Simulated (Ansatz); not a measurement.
Calculated with Ansatz (gas phase, PBE0-D4/def2-TZVP geometries, no zero-point term in ΔE). CBS: MP2 limit from def2 TZ/QZ plus the TZ coupled-cluster correction, frozen cores. This one scheme is used for every species. DFT in def2-TZVPP. B3LYP here is the variant with VWN-RPA as its local correlation; programs differ in this. Each species was taken in one conformer, which may not be the lowest.

Reaction (ligand exchange at the Si–O bond): `OBO[SiH2][SiH3]` + `BNC=C` → `BN(C=C)[SiH2][SiH3]` + `OBO`

```tsv
level	ΔE (kJ/mol)	difference from CCSD(T)/CBS
PBE-D4	49.5	-1.2
B3LYP-D4	56.0	5.3
ωB97M-V	53.6	2.9
B2PLYP	61.0	10.3
PBE	57.3	6.6
r2SCAN	59.3	8.6
PBE0	57.7	7.0
B3LYP	68.5	17.8
HF/def2-TZVPP	76.5	25.8
SCS-MP2/def2-TZVPP	53.0	2.3
CCSD/def2-TZVPP	54.8	4.1
HF/def2-QZVPP	77.2	26.5
MP2/def2-QZVPP	47.3	-3.4
SCS-MP2/def2-QZVPP	53.4	2.7
HF/CBS(def2)	77.3	26.6
CCSD/CBS(def2)	54.8	4.1
CCSD(T)/CBS	50.7	0
```

Largest T1 diagnostic among the species: 0.014.

The D4 term adds −12.4 kJ/mol with B3LYP and −7.0 kJ/mol with PBE0; it sums over pairs of atoms, weighted by their polarisabilities, and B3LYP, whose exchange is more repulsive, gets the larger term. In def2-TZVPP, CCSD(T) changes the Hartree–Fock value by −25.8 kJ/mol (the triples alone add −4.1 kJ/mol) and MP2 by −29.5 kJ/mol.
